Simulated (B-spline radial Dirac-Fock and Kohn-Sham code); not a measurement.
**How the settings move the core levels of Pm⁵⁺**

ΔSCF core binding energies without Breit or QED terms, calculated with a radial finite-basis atomic code. Keys: rel is the Hamiltonian (dirac, or spin-free x2c and nr, where L3 and M5 stand for the whole 2p and 3d shells), method is hf or an exchange,correlation pair (spin-unpolarised, also for the hole states), nuc the nuclear model, radius_factor scales its radius, rmax is the box in bohr, h the logarithmic mesh step, order the B-spline order, points the quadrature points per cell, c_factor scales the speed of light, and damp, ndamp, maxit and tol steer the iteration. The run stops when the commutator error falls below 10·tol·max(1, Z/10), or the numerical noise floor, and the energy has settled to about 1e-8 Ha; the virial ratio is −V/T.

Base input:

```json
{"items": [{"Z": 61, "q": 5, "cfg": [[1, 0, 2], [2, 0, 2], [2, 1, 6], [3, 0, 2], [3, 1, 6], [3, 2, 10], [4, 0, 2], [4, 1, 6], [4, 2, 10], [4, 3, 3], [5, 0, 2], [5, 1, 5]], "A": 145, "rrms": 4.962, "do": "settings", "holes": ["K", "L3", "M5"],
  "settings": [{"rel": "dirac", "method": "hf", "nuc": "fermi", "radius_factor": 1.0, "rmax": 45.0, "h": 0.3, "order": 8, "points": 10, "c_factor": 1.0, "maxit": 60, "damp": 0.5, "ndamp": 3, "tol": 1e-08}]}]}
```

The ground state converged in 10 iterations, with total energy -10016.90582 Ha, virial ratio 1.92487 and highest orbital energy -77.79 eV. ΔSCF binding energies: K (1s) 45444.9 eV, L3 (2p3/2) 6553.1 eV, M5 (3d5/2) 1110.5 eV.

Changes from the base run:

```tsv
changed setting	Δ total energy (Ha)	Δ K (eV)	Δ L3 (eV)	Δ M5 (eV)	iterations
radius_factor = 0.5	-0.42135	+4.78	-0.03	-0.01	10
damp = 0.2	0.00000	0.00	0.00	0.00	10
method = "pbe,pbe"	-4.04963	+32.54	-29.96	-7.16	10
nuc = "gauss"; radius_factor = 0.5; order = 6	-0.42066	+4.78	-0.03	-0.01	10
h = 0.5	+0.19548	+0.39	+0.43	+0.48	10
rmax = 25.0	0.00000	0.00	0.00	0.00	10
c_factor = 0.8; damp = 0.2; tol = 0.0001	?	?	?	?	?
```

Q: What does the change c_factor = 0.8; damp = 0.2; tol = 0.0001 do?

A: The total energy moves by -244.84323 Ha and the binding energies by K +1630.72 eV, L3 -1.98 eV, M5 -14.69 eV; the run takes 8 iterations.
